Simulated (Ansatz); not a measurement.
`FB(Cl)B1O[SiH]1F` and `NB1O[SiH]1F` differ in one atom or group.

Ansatz, PBE0-D4/def2-TZVP geometries, multiplicity 1. Each molecule was computed in one conformer, which needn't be the lowest.

```json
{"property": "HOMO energy (PBE0/def2-TZVPP) / eV", "`FB(Cl)B1O[SiH]1F`": "-7.36"}
{"property": "LUMO energy (B3LYP/def2-TZVPP) / eV", "`FB(Cl)B1O[SiH]1F`": "-1.98"}
{"property": "HOMO–LUMO gap (PBE0/def2-TZVPP) / eV", "`FB(Cl)B1O[SiH]1F`": "5.57"}
{"property": "HOMO–LUMO gap (PBE/def2-TZVPP) / eV", "`FB(Cl)B1O[SiH]1F`": "3.47"}
{"property": "HOMO energy (PBE/def2-TZVPP) / eV", "`FB(Cl)B1O[SiH]1F`": "-6.16"}
{"property": "HOMO energy (B3LYP/def2-TZVPP) / eV", "`FB(Cl)B1O[SiH]1F`": "-7.17"}
```

Problem. Give the same properties after the change, and the shifts. (Best estimate.)

Solution. Computed: 
```
                            property  `NB1O[SiH]1F`  shift
  HOMO energy (PBE0/def2-TZVPP) / eV          -7.06   0.30
 LUMO energy (B3LYP/def2-TZVPP) / eV          -0.36   1.62
HOMO–LUMO gap (PBE0/def2-TZVPP) / eV           6.96   1.39
 HOMO–LUMO gap (PBE/def2-TZVPP) / eV           4.87   1.40
   HOMO energy (PBE/def2-TZVPP) / eV          -5.83   0.33
 HOMO energy (B3LYP/def2-TZVPP) / eV          -6.88   0.29
```

With PBE0 the HOMO rises by 0.30 eV and the LUMO rises by 1.69 eV, so the gap widens by about 1.39 eV. PBE moves the HOMO by 0.33 eV and ωB97M-V by 0.22 eV.

Positive LUMOs are unbound, so they and the gaps depend on the basis.

B3LYP here is the variant with VWN-RPA as its local correlation; programs differ in this.
